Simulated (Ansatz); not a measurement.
A single point on `NN([SiH3])[SiH3]`.

```yaml
crystal:
  periodic: [false, false, false]
  atoms:
    - {symbol: N, position_ang: [-1.105944, 0.953020, -0.619598]}
    - {symbol: N, position_ang: [-0.090427, 0.087743, -0.097703]}
    - {symbol: Si, position_ang: [-0.113442, -0.243578, 1.596675]}
    - {symbol: Si, position_ang: [0.958898, -0.433904, -1.369866]}
    - {symbol: H, position_ang: [-2.022964, 0.559127, -0.436034]}
    - {symbol: H, position_ang: [-1.051942, 1.860330, -0.168304]}
    - {symbol: H, position_ang: [1.013648, -1.151131, 1.923352]}
    - {symbol: H, position_ang: [-1.410192, -0.871433, 1.981565]}
    - {symbol: H, position_ang: [0.003040, 1.025230, 2.371559]}
    - {symbol: H, position_ang: [1.633793, 0.721392, -2.018370]}
    - {symbol: H, position_ang: [0.208445, -1.182900, -2.412182]}
    - {symbol: H, position_ang: [1.977088, -1.323896, -0.751104]}
basis:
  gaussian: {orbitals: def2-TZVPP}
hamiltonian: {xc: pbe}
correlation: {method: rpa}
```

```sh
$ ansatz run in.yaml --threads 4 --pin off --events-out ev --progress --plain --max-ram 10444MiB
```

It prints (some lines left out):

```
Functional definition: PBE
1474 factors; integrals over basis functions are off by at most 1.3e-3 eV
mean field evaluation 1: about -18844.7944 eV, gradient 7.0e1 eV
mean field evaluation 2: about -18844.7789 eV, gradient 7.0e1 eV
mean field evaluation 4: about -18854.0176 eV, gradient 1.8e1 eV
mean field evaluation 8: about -18854.9331 eV, gradient 7.9e-1 eV
mean field evaluation 16: about -18854.9332 eV, gradient 1.4e-4 eV
mean field -18854.93315843 eV, -692.9060132395 hartree, gradient 1.5e-6 eV, S^2 0.000000; 0 other end points of the search recorded, 0 dependent functions left out
12 core orbitals not correlated: weight in the atoms' cores, before any rotation towards them, 1.000 or more for the frozen orbitals, at most 0.000 for the correlated occupied ones
reference -18814.72756619 eV, -691.4284849770 hartree; 13, 13 occupied and 233, 233 virtual orbitals, 1474 factors
Total energy: -18847.26786331 eV, -692.6243188397 hartree
```

It took 3.5 s on 4 threads of an INTEL XEON PLATINUM 8581C on a shared host, with 0.62 GiB of host memory at the peak.
